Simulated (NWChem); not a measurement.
Program: NWChem. System: ClGa, charge 0, spin multiplicity 1, at a geometry optimised with B3LYP/def2-SVP. The structure started from a generated list of species. Level: MP2/def2-SVP, 14 core orbitals frozen.

Job file:

```
start mol
memory heap 200 mb stack 900 mb global 1100 mb
geometry units angstroms nocenter noautoz
  Ga     0.000000     0.000000    -0.790940
  Cl     0.000000     0.000000     1.442303
  symmetry group C2v
end
basis spherical
  * library def2-svp
end
scf
  rhf
  nopen 0
  maxiter 100
  thresh 1e-7
  semidirect memsize 60000000 filesize 0
end
mp2
  freeze core 14
end
task mp2 energy
```

NWChem printed:

```
             Northwest Computational Chemistry Package (NWChem) 7.3.0
             --------------------------------------------------------

                                NWChem Input Module
                                -------------------

 Scaling coordinates for geometry "geometry" by  1.889725989
 (inverse scale =  0.529177249)

 Turning off AUTOSYM since
 SYMMETRY directive was detected!

                             Geometry "geometry" -> ""
                             -------------------------

 Output coordinates in angstroms (scale by  1.889725989 to convert to a.u.)

  No.       Tag          Charge          X              Y              Z
 ---- ---------------- ---------- -------------- -------------- --------------
    1 Ga                  31.0000     0.00000000     0.00000000    -0.79094000
    2 Cl                  17.0000     0.00000000     0.00000000     1.44230300

 Effective nuclear repulsion energy (a.u.)     124.8750853458

            Nuclear Dipole moment (a.u.)
            ----------------------------
        X                 Y               Z
 ---------------- ---------------- ----------------
     0.0000000000     0.0000000000     0.0000207870

      Symmetry information
      --------------------

 Group name             C2v
 Group number             16
 Group order               4
 No. of unique centers     2

      Symmetry unique atoms

     1    2


 Summary of "ao basis" -> "" (spherical)
 ------------------------------------------------------------------------------
       Tag                 Description            Shells   Functions and Types
 ---------------- ------------------------------  ------  ---------------------
 *                          def2-svp                  on all atoms

 Summary of "ao basis" -> "ao basis" (spherical)
 ------------------------------------------------------------------------------
       Tag                 Description            Shells   Functions and Types
 ---------------- ------------------------------  ------  ---------------------
 Ga                         def2-svp                12       32   5s4p3d
[...]
     1   1 0 0      0.000000      0.000000      0.000000
     1   0 1 0     -0.000000      0.000000      0.000000
     1   0 0 1     -0.902900      0.000000      0.000021

     2   2 0 0    -20.327951      0.000000      0.000000
     2   1 1 0      0.000000      0.000000      0.000000
     2   1 0 1     -0.000000      0.000000      0.000000
     2   0 2 0    -20.327951      0.000000      0.000000
     2   0 1 1      0.000000      0.000000      0.000000
     2   0 0 2    -25.428354      0.000000    195.541531

                   NWChem MP2 Semi-direct Energy/Gradient Module
                   ---------------------------------------------

  Basis functions       =     50
  Molecular orbitals    =     50
  Frozen core           =     14
  Frozen virtuals       =      0
  Active alpha occupied =     10
  Active beta occupied  =     10
  Active alpha virtual  =     26
  Active beta virtual   =     26
  Use MO symmetry       = T
  Use skeleton AO sym   = T

  AO/Fock/Back tols     =   1.0D-09  1.0D-09  1.0D-09

 GA uses MA = F    GA memory limited = T

 Available:
  local mem=  1.26D+08
 global mem=  1.44D+08
 local disk=  0.00D+00
  mp2_memr nvloc                    26
  nvloc new                    26
   1 passes of  10:        3145728                      11730                   1104922.
   1 passes of  10: M    126153093           G      144174200           F     123007365.

 Semi-direct pass number   1 of   1  for RHF alpha+beta  at        0.6s
  vrange nnbf                  1245
  mp2_eaftype                    10  avail_ma_in_mb                  1099
 EAF : mp2_eaftype filesize          10     552461.
  mp2_eaf for mointskh                     10
Node 0 wrote      2.6 Mb in      0.0 s     Agg I/O rate:  1183.3 Mb/s
 Done moints_semi at        1.6s
  mp2_eaftype                    10  avail_ma_in_mb                  1089
 EAF : mp2_eaftype filesize          10     552461.
  mp2_eaf for kh                    10
 Done maket at        1.6s
 Done multipass loop at        1.6s

          -------------------------------------------
          SCF energy               -2382.425954573191
          Correlation energy          -0.319231613838
          Singlet pairs               -0.175768010629
          Triplet pairs               -0.143463603209
          Total MP2 energy         -2382.745186187029
          -------------------------------------------

          ---------------------------------------------------
                    Spin Component Scaled (SCS) MP2
          Same spin pairs                     -0.095642402139
          Same spin scaling factor             0.333333333333
          Opposite spin pairs                 -0.223589211699
          Opposite spin scaling fact.          1.200000000000
          SCS-MP2 correlation energy          -0.300187854752
          Total SCS-MP2 energy             -2382.726142427942
          ---------------------------------------------------

 -----------------------
 Performance information
 -----------------------

 Timer overhead =  1.37D-07 seconds/call

               Nr. of calls         CPU time (s)                 Wall time (s)                GFlops
             ---------------    -------------------     ------------------------------   -------------------
Name         Min   Avg   Max    Min     Avg     Max     Min     Avg     Max   Mx/calls   Min     Max     Sum
mp2: moin     1     1     1   0.97    0.97    0.97     0.97    0.97    0.97    0.97      0.0     0.0     0.0
mp2: make     1     1     1   2.66E-2 2.66E-2 2.66E-2  2.66E-2 2.66E-2 2.66E-2 2.66E-2   0.0     0.0     0.0
mp2: tota     1     1     1    1.0     1.0     1.0      1.0     1.0     1.0     1.0      0.0     0.0     0.0

 The average no. of pstat calls per process was 3.00D+00
 with a timing overhead of 4.11D-07s

 Task  times  cpu:        1.6s     wall:        1.6s

 Total times  cpu:        1.6s     wall:        1.6s
```
